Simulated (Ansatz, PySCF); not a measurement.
System: TlI, net charge 0, singlet state. SMILES: [I][Tl]
Coordinates optimised at B3LYP-D3(BJ)/def2-TZVP (Ansatz, a first-principles code):
```
Tl
I 1 2.8762
```

Quantity: atomisation energy (electronic, to ground-state atoms), in kcal/mol. Valence correlation only, unless marked. UHF or UKS for open shells. No spin-orbit coupling. The frozen core is the preceding noble-gas configuration, with the filled d and f shells of earlier blocks. In def2 rows, elements after Kr have scalar-relativistic effective core potentials. The coupled-cluster limit lacks core correlation, which all-electron functionals hold. Basis-set limits of correlation are two-point, X^-3; Hartree-Fock from the larger set.

```
level                           program  atomisation energy (kcal/mol)
-----------------------  --------------  -----------------------------
BLYP-D3(BJ)/def2-TZVPD   Ansatz + dftd3                           83.6
BP86-D3(BJ)/def2-TZVPD    PySCF + dftd3                           87.0
BP86-D4/def2-TZVPD        PySCF + dftd4                           86.1
r2SCAN-D4/def2-TZVPD     Ansatz + dftd4                           84.2
B3LYP-D4/def2-TZVPD      Ansatz + dftd4                           82.7
BHLYP-D3(BJ)/def2-TZVPD  Ansatz + dftd3                           80.7
TPSSh/def2-TZVPD                  PySCF                           84.5
```

Problem. Predict the CCSD(T)/CBS(def2-TZVPPD,def2-QZVPPD) result (Ansatz).

Solution. 82.6 kcal/mol, so TPSSh/def2-TZVPD differs from it by 1.9 kcal/mol.
